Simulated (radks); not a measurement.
Results of a calculation; reference values are marked as such.
Problem. Excited configurations of neutral arsenic: one electron is placed in a higher orbital outside [Ar] 3d10 4s2 4p2. The ground configuration is [Ar] 3d10 4s2 4p3. Code: a radial shooting solver on a logarithmic mesh with Libxc functionals. Model: scalar-relativistic Kohn-Sham, PBEsol, spin-polarised, spherical densities, point nucleus; open shells are filled with parallel spins first. Excitation = E - E(ground); binding = E(ion) - E, where the ion is the core of charge +1; n* = 1/sqrt(2 binding) in atomic units, and the quantum defect is n - n*.

outer orbital  excitation (eV)  binding (eV)     n*  quantum defect  eigenvalue (eV)  <r> (bohr)
4d                       7.944         1.952  2.640           1.360           -0.703       7.701
5f                       9.239         0.657  4.549           0.451           -0.390       28.61
6f                       9.417         0.479  5.330           0.670           -0.306       42.82

Estimate the row for 7s.

Solution. excitation (eV) 8.876; binding (eV) 1.021; n* 3.651; quantum defect 3.349; eigenvalue (eV) -0.664; <r> (bohr) 22.05. The Delta-SCF ionisation energy is 9.896 eV (NIST Atomic Spectra Database: 9.789 eV, measured). Self-interaction in the functional shifts the binding energies and quantum defects, so they are the method's values and not measured ones. Open shells are spherical and high-spin; term and fine-structure splittings are not resolved.
